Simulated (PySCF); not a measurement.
# Dipole moment and polarisability of `O=P(O)(O)c1ccsc1`

Species: C4H5O3PS.
Cartesian coordinates in Å at the GFN2-xTB level; atoms count from 1:
```xyz
14
C4H5O3PS angstrom
O     -1.7790   -1.7308    0.8912
P     -1.3861   -0.4294    0.3423
O     -1.7904    0.8079    1.2813
O     -2.1238   -0.0883   -1.0449
C      0.3513   -0.1491   -0.0065
C      0.9218    1.0978   -0.3571
C      2.2563    1.0041   -0.5701
S      2.8369   -0.6021   -0.3492
C      1.2643   -1.1556    0.0355
H     -2.2507    0.4769    2.0524
H     -2.6788   -0.8279   -1.2918
H      0.3476    2.0018   -0.4384
H      2.9455    1.7776   -0.8450
H      1.0843   -2.1833    0.2781
```

Level: wB97X-D/def2-SVPD (PySCF), static field, nuclei fixed, core orbitals frozen in the response. The polarisability tensor in these axes (au):

```
x   116.79  -0.31  -8.43
y    -0.31  90.48  -4.21
z    -8.43  -4.21  70.43
```

**Question.** Diagonalise the tensor; give its mean and Δα, where Δα² is half the sum of the squared differences of the eigenvalues.

**Answer.** Principal values 68.15, 91.26 and 118.28 au; mean 92.57 au = 13.72 Å³ = 15.26 × 10⁻⁴⁰ C²·m²/J; Δα = 43.46 au (47 % of the mean).

**Question.** What is the dipole moment, and where does it point?

**Answer.** (0.88, 1.24, -0.57) D, 1.62 D in size, pointing from the negative to the positive side. Measured along this direction, the outermost atoms are O1 at the negative end and H13 at the positive end.

**Question.** Sum over states: ᾱ = Σ f/ω², ω in Eh. What share falls to these 8 lowest TDDFT singlets (eV, f)? 5.86, 0.0600; 6.01, 0.0938; 6.55, 0.0017; 6.65, 0.0009; 7.32, 0.0696; 7.33, 0.0027; 7.40, 0.4014; 7.52, 0.1810.

**Answer.** They add up to 12.05 au, 13.0 % of the 92.57 au; the largest single term is 5.42 au, from the state at 7.40 eV. Terms in order: 1.29, 1.93, 0.03, 0.02, 0.96, 0.04, 5.42, 2.37 au. Higher excitations give the rest. The strengths listed sum to 0.811.

**Question.** What molar refraction does this α imply?

**Answer.** Lorentz–Lorenz: R = (4π/3)N_A α = 2.5225 cm³/(mol·Å³) × 13.72 Å³ = 34.6 cm³/mol, in the limit of long wavelengths.

**Question.** Along which axes do the principal values lie, and how far do the nuclei extend along each?

**Answer.** Largest value along (0.98, 0.02, -0.17), where the nuclei span 5.64 Å; middle along (-0.05, 0.98, -0.18), 4.28 Å; least along (0.17, 0.19, 0.97), 3.55 Å. The response follows the extents in order.

Geometry: GFN2-xTB, one conformer, isolated molecule. GFN2-xTB frequencies show an imaginary mode (76i cm⁻¹), so this geometry is no minimum at that level.

Note: wB97X-D ran without an empirical dispersion term, which enters the total energy and its gradient alone.
